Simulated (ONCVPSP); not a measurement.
# What one change does to a pseudopotential (Bi, ONCV)

Bi (Z = 83), optimised norm-conserving Vanderbilt (ONCV), made with ONCVPSP 4.0.1 (PBE, scalar-relativistic). Core [Xe] 4f14, reference 5d10 6s2 6p3. Waves: 6s: rc 1.85 bohr, ncon 4, nbas 9, qcut 3.1 1/bohr, 2 projectors, debl 3.3 Ha; 6p: rc 1.90 bohr, ncon 4, nbas 7, qcut 4.4 1/bohr, 2 projectors, debl 2.1 Ha; 5d: rc 1.50 bohr, ncon 4, nbas 9, qcut 12.7 1/bohr, 2 projectors, debl 3.2 Ha. Local part: polynomial inside 1.15 bohr (lpopt 4, dvloc0 2 Ha). Core correction: Teter function, fcfact 2, rcfact 1.

Change: p: qcut 3.5.

Cutoffs: the cutoffs (Ha) at which the residual kinetic energy of the hardest occupied pseudo-wave falls to 1 and 0.1 mHa per electron; they do not see the model core or the augmentation charge, which bear on the density cutoff. Errors are all-electron minus pseudo energies relative to the spin-unpolarised reference configuration.

**Question.** What does the change do?

**Answer.** The potential gets neither clearly harder nor softer (27 Ha and 63 Ha → 27 Ha and 63 Ha); the bound ghosts move from p, s to s; the lowest positive-energy flag moves from none to p at 44.3 eV; the number of tests with a reliable result goes from 3 to 4; of the 3 tests that both files solve, the error grows in 0 and shrinks in 2 by more than 15 % and 0.3 meV (median size 14.9 → 11.9 meV).

```tsv
quantity	base	changed
cutoff, loose	27 Ha	27 Ha
cutoff, tight	63 Ha	63 Ha
loose cutoff by channel	s 22 Ha, p 19 Ha, d 27 Ha	s 22 Ha, p 22 Ha, d 27 Ha
bound ghosts	s, p	s
GHOST(+) flags under 300 eV	none	p at 44.3 eV
tests with a reliable result	3 of 4	4 of 4
error for 5d10 6s2 6p2, meV [ΔE 7.91 eV]	-4.8	-3.6
error for 5d10 6s2 6p1, meV [ΔE 23.16 eV]	-15	-12
error for 5d10 6s2 6p0, meV [ΔE 46.50 eV]	-22	-24
s: phases at 1.88 bohr within 0.05 rad from the reference energy up to (Ha; the scan ends near 5)	to the end of the scan	to the end of the scan
p: phases at 1.93 bohr within 0.05 rad from the reference energy up to (Ha; the scan ends near 5)	to the end of the scan	n/a
d: phases at 1.53 bohr within 0.05 rad from the reference energy up to (Ha; the scan ends near 5)	to the end of the scan	to the end of the scan
rms error of d²Exc/dni dnj with the model core, mHa	3.04	3.04
```

 A true bound ghost makes a file unfit for plane-wave use even where its test errors are small: the radial tests pick states by their node count and pass the ghost by.
